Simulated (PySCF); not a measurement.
# KH⁻: from constants to spectrum

UHF-CCSD(T) constants of KH⁻, ²Σ⁺ (doublet), unpaired electrons σ ↑ (K aug-pcseg-1, H aug-pcseg-1; no relativity (PySCF 2.14); masses 38.9637 and 1.0078 u):

```
ωe              : 712.6 cm⁻¹
ωexe            : 16.1 cm⁻¹
Be              : 2.8476 cm⁻¹
αe              : 0.112 cm⁻¹
D (centrifugal) : 0.000182 cm⁻¹
De to K + H⁻    : 1.41 eV
```

Give the vibrational terms G(v) and spacings up to v = 3.

G(v) = ωe(v+½) − ωexe(v+½)².

```
v  G(v) (cm⁻¹)  G(v) − G(v−1)  Bv (cm⁻¹)
0          352                     2.792
1         1033            680      2.680
2         1681            648      2.568
3         2297            616      2.456
```

How well does the Morse estimate ωe²/(4ωexe) reproduce De, and what is D0?

It gives 0.98 eV, 69 % of the computed De. D0 = De − G(0) = 1.41 − 0.04 = 1.37 eV.

Correlated steps freeze 5 core orbitals. Correlated levels converge slowly with the basis: in double zeta they bind strong bonds too weakly, by up to about 1 eV, and carry superposition errors of some tenths. For an ion De counts to the pair picked by the measured ionisation energies or electron affinities, which need not be the lowest pair at this level. The state was picked by a PBE0 search and need not be the measured ground state.
